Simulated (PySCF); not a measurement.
AlH, SMILES [AlH] (connectivity only; charge and spin as stated), neutral, multiplicity 1. Geometry optimised at B3LYP-D3(BJ)/def2-TZVPD.

TDDFT-M06-2X/def2-TZVPD (PySCF) puts the lowest singlet excitations at 2.77, 2.77, 5.23, 6.32, 6.43, 6.43 eV.

Problem. What are the lowest excitation roots from ADC(2)/aug-cc-pVDZ run with PySCF? (Estimate from the structure and the level; the computed values follow.)

Solution. 3.03, 3.03, 5.48, 6.06, 6.28, 6.28 eV. S1 differs by 0.26 eV (second minus first; roots are paired by order, and the bases may differ).
